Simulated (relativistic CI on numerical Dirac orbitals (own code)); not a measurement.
# Hyperfine structure of I⁶⁺, mass number 127

Calculated at this level of theory: Dirac-Coulomb-Breit CI, separate exchange-only KLI orbitals for each configuration, a model potential for QED, unscaled Slater integrals (own radial code, finite nucleus).

Configuration list (outside the closed core [Kr]): 4d¹⁰5s, 4d¹⁰5p, 4d¹⁰5d, 4d¹⁰5f, 4d¹⁰4f, 4d¹⁰5g, 4d¹⁰6s, 4d¹⁰6p, 4d⁹5s², 4d⁹5s4f, 4d¹⁰6d, 4d⁸5s5p², 4d⁹5p², 4d¹⁰7s, 4d⁹5s5p, 4d¹⁰7p. Levels of other configurations are missing.

Nuclear spin I = 5/2, μ = 2.8087 μN, Q = -0.688 b (tables of Stone and Pyykkö). The electronic factors are computed for point nuclear moments, without core polarisation or the Bohr-Weisskopf and QED corrections.

| Level | E (cm⁻¹) | A (MHz) | B (MHz) |
| --- | --- | --- | --- |
| 4d¹⁰5s ²S1/2 | 0 | 48220 |  |
| 4d¹⁰5p ²P°1/2 | 100267 | 12180 |  |
| 4d¹⁰5p ²P°3/2 | 114812 | 1939 | -2210 |
| 4d¹⁰5d ²D3/2 | 267835 | 633.4 | -248 |
| 4d¹⁰5d ²D5/2 | 269952 | 262 | -329 |
| 4d¹⁰4f ²F°5/2 | 270781 | 235 | -143 |
| 4d¹⁰4f ²F°7/2 | 270781 | 125.1 | -164 |
| 4d¹⁰6s ²S1/2 | 327254 | 17730 |  |

Levels with J = 0, under 50 % of one LS term, or S terms without an open s electron are left out. Small factors come from cancelling terms and can be off by tens of per cent or more.

At this charge configurations can still be misplaced by up to about 7 % of their energy. Levels and lines within the n = 5 or 6 shells can be off by up to 10 % or somewhat more, and those that change n by about 2 %, since core polarisation is missing. 4 of the 4 excited levels that our extract of the measured tables holds in this range could be paired (the sources list more); they are missed by 5581 cm⁻¹ on average and 6298 at most, and levels without a partner can miss by more.

Question: Give the hyperfine levels of 4d¹⁰5s ²S1/2 relative to its centre of gravity.

Answer: With K = F(F + 1) − I(I + 1) − J(J + 1), E = AK/2: F = 2: -84390, F = 3: 60280 MHz.

LS names give the leading component of a level, which can be under half, so a name can repeat, a term be missing and a line seem to break the LS rules.
